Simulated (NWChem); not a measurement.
Species: CH₄CdOS; SMILES C[O][Cd][SH]

```xyz
8

Cd     0.1001     0.0392    -0.0075
O      0.4502    -1.9001     0.0035
C     -0.5373    -2.8786    -0.0151
H     -1.1868    -2.8472    -0.9150
H     -0.0567    -3.8755    -0.0130
H     -1.2109    -2.8554     0.8672
S     -0.1534     2.3571    -0.0506
H     -0.2736     2.4536     1.2929
```
Atoms are numbered in this order, from 1.

All runs use the structure optimised with PBE0/def2-SVP. Not confirmed as a minimum by frequencies. def2 effective core potentials on Cd; no spin-orbit coupling.

List the 4 lowest vertical singlet excitations from PBE0/def2-SVPD with def2 effective core potentials on Cd, TDA (NWChem).


| state | energy (eV) | oscillator strength | leading excitation (squared amplitude) |
|---|---|---|---|
| S1 | 4.32 | 0.004 | HOMO → LUMO (0.98) |
| S2 | 4.53 | 0.029 | HOMO−1 → LUMO (0.94) |
| S3 | 5.07 | 0.089 | HOMO−2 → LUMO (0.76) |
| S4 | 5.60 | 0.001 | HOMO−1 → LUMO+1 (0.97) |
